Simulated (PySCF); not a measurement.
A GIAO shielding run with PySCF 2.14.0 with density-fitted response routines (density fitting, non-relativistic, gas phase) on SMILES CO[SiH2][C@@]1(F)CC[C@H](F)C1, C6H12F2OSi:

```
$ OMP_NUM_THREADS=1 python probes_run.py task.json out

{"job": {"kind": "nmr", "xc": "PBE0", "basis": "pcSseg-1"}, "charge": 0, "multiplicity": 1}
C      3.732090     0.661340     0.091355
O      2.367350     0.398841     0.242246
Si     1.415983    -0.536920    -0.662673
C     -0.249649    -0.480418     0.270466
F     -0.069236    -1.171318     1.479990
C     -0.780704     0.912980     0.616086
C     -2.288236     0.723141     0.744814
C     -2.605620    -0.237956    -0.398084
F     -3.761962    -0.949050    -0.157012
C     -1.390536    -1.170929    -0.485471
H      3.934696     1.106413    -0.885079
H      4.029513     1.357165     0.876009
H      4.313779    -0.257795     0.182374
H      1.233972     0.019336    -2.009310
H      1.883973    -1.919693    -0.752333
H     -0.319632     1.283639     1.529022
H     -0.551614     1.601617    -0.198143
H     -2.848327     1.653960     0.678149
H     -2.528880     0.230236     1.688096
H     -2.778410     0.295059    -1.341048
H     -1.120198    -1.385709    -1.517199
H     -1.628762    -2.114553     0.006897
```

Hardware: 1 thread of an Intel Xeon, shared host. The job also computes population analyses, field gradients, ring-centre shieldings.

(1) How large is the calculation?

(2) How long does it take, and how much memory does it need?

Results:

(1) 88 electrons, 237 basis functions and 1250 auxiliary functions.

(2) 3.1 min of wall time, with 12 SCF cycles and 4 response iterations; peak memory 1.1 GiB. Times on a shared host scatter by some tens of per cent.
